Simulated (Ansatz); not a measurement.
`N=C=C(F)[SiH3]` + `[NH2][GeH3]` → `[SiH3][NH][GeH3]` + `N=C=CF` at 500 K and 1 bar (ligand exchange at the Si–C bond).

Calculated with Ansatz (gas phase, PBE0-D4/def2-TZVP geometries, no zero-point term in ΔE). CCSD(T)/CBS adds triple-zeta CCSD(T) − MP2 to the extrapolated MP2 energy (def2 sets, frozen cores). For Ge outer-core shells are correlated without core-valence functions, which leaves a few kJ/mol of doubt a bond. Scalar relativity is left out up to krypton. One conformer a species, not always the lowest.

```tsv
species	CCSD(T)/CBS energy (Eh)	H − E (kJ/mol)	S (J/(mol·K))
`N=C=C(F)[SiH3]`	-521.99767	180.9	387.5
`[NH2][GeH3]`	-2133.81884	158.0	315.9
`[SiH3][NH][GeH3]`	-2424.11992	212.4	403.9
`N=C=CF`	-231.71293	125.9	309.8
```

H − E and S are ideal-gas, rigid-rotor, harmonic terms from PBE0-D4/def2-TZVP, for one conformer and one mirror image of each species. 1 Eh = 2625.50 kJ/mol, R = 8.31446 J/(mol·K).

Question: By hand: ΔE, ΔH, ΔS and ΔG.

Answer: ΔE = (-2424.11992) + (-231.71293) − (-521.99767) − (-2133.81884) = -0.01634 Eh = -42.9 kJ/mol. Δ(H − E) = 212.4 + 125.9 − 180.9 − 158.0 = -0.6, so ΔH = -43.5 kJ/mol. ΔS = 403.9 + 309.8 − 387.5 − 315.9 = 10.3 J/(mol·K). ΔG = -43.5 − 500 × (10.3)/1000 = -48.6 kJ/mol.

Question: By hand: the equilibrium constant, and the temperature at which ΔG would vanish if ΔH and ΔS stayed fixed.

Answer: log₁₀ K = −ΔG/(RT ln 10) = 5.1. ΔH and −TΔS have one sign here, so there is no such temperature.

The number of gas molecules stays the same, so ΔS is small and ΔH decides. A doubt of 5 kJ/mol in ΔE shifts log₁₀ K by 0.5 here. Other conformers and mirror images would add mixing entropy, several J/(mol·K) or more a flexible species. Modes under 60 cm⁻¹, often nearly free rotors, make the harmonic entropy too high. These are equilibria of isolated gas molecules and say nothing of rates. Largest T1 diagnostic: 0.015 (customary marks: 0.02 for closed shells, 0.045 for open ones).

ΔS is within the doubt of such terms, so its sign, and with it that verdict, could turn.
